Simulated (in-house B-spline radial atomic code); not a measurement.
RPA and G0W0 on LDA exchange-only: Fe8+

Configuration [Ne] 3s2 3p6, mean-field start LDA exchange-only. Computed with a B-spline radial code for spherical atoms: all electrons, scalar-relativistic (spin-free one-electron X2C), finite nucleus, each spin shell either full or empty, empty states to l = 9 with an (l + 1/2)⁻⁴ tail; G0W0 by contour deformation at full frequency.

Command:
```bash
python run_gw.py task.json out
```
Settings (radii: box in bohr, nucleus in fm):
```
Z                        26
electrons                18
configuration            [Ne] 3s2 3p6
hamiltonian              x2c
method                   lda,
lmax                     9
rms_radius               3.7377
spin_polarised           False
box_radius               7.7
intervals                67
```

Cost of the run: 1.2 s on 1 thread of Arm Neoverse V2, on a shared host.

Energies (hartree):

| term | value |
| --- | --- |
| mean-field total | -1247.64327 |
| Hartree-Fock functional on these orbitals | -1251.13435 |
| direct second order | -1.4762 |
| second-order exchange | 0.48996 |
| SOSEX correction | 0.44795 |

Problem. What is the RPA correlation energy, and what remains with SOSEX?

Solution. RPA gives -1.2927 hartree (-1.95 eV per electron); RPA + SOSEX gives -0.84474, and the second-order doubles -0.9862 hartree (no singles). RPA lacks exchange-type terms and so overcorrelates at short range.

Quasi-particle levels (eV):

| level | occupied | mean field | Σx - vxc | Σc | QP weight | G0W0 |
| --- | --- | --- | --- | --- | --- | --- |
| 3p | yes | -218.14 | -16.15 | ? | ? | ? |
| 3d | no | -163.32 | 15.04 | -3.45 | 0.973 | -151.73 |

G0W0 = mean field + (Σx - vxc) + Σc, with Σc (partial-wave tail included) taken at the quasi-particle energy. Only the outer levels were computed. Levels of low weight are left out.

Problem. Where does G0W0 put 3p?

Solution. At -234.51 eV, with Σc = -0.22 eV and a quasi-particle weight of 0.959. The tabulated removal energy is 233.6 ± 0.4 eV (NIST, semi-empirical); the calculation leaves out spin-orbit coupling, Breit and QED terms, and what these don't explain is the method's own error.
